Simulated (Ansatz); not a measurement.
Basis-set extrapolation for C$_{2}$H$_{7}$FSSi (`C[SiH](F)CS`) (PBE0-D4/def2-TZVP geometry, frozen core, the Gaussian-basis code of Ansatz). Multiplicity 1, RHF reference.

```
                      def2-TZVPP   def2-QZVPP
                 HF  -865.900737  -865.929895
    MP2 correlation    -0.902890    -0.975212
CCSD(T) correlation    -0.992112      not run
```

Energies in hartree. Use E(X) = E(∞) + A·exp(−7.88·√X) for Hartree–Fock and E(X) = E(∞) + B·X^(−2.97) for correlation, with X = 3 and 4, and add CCSD(T) minus MP2 of the smaller set to the MP2 limit.

**Question.** What is the CCSD(T) energy at the basis-set limit?

**Answer.** HF limit: -865.929895 + (-0.029158) × 0.13774 = -865.93391. MP2 limit: -0.975212 + (-0.072322) × 0.74074 = -1.02878. Higher-order term: -0.992112 − (-0.902890) = -0.08922. Total: -867.05191 hartree, 4.33 eV below CCSD(T)/def2-TZVPP.
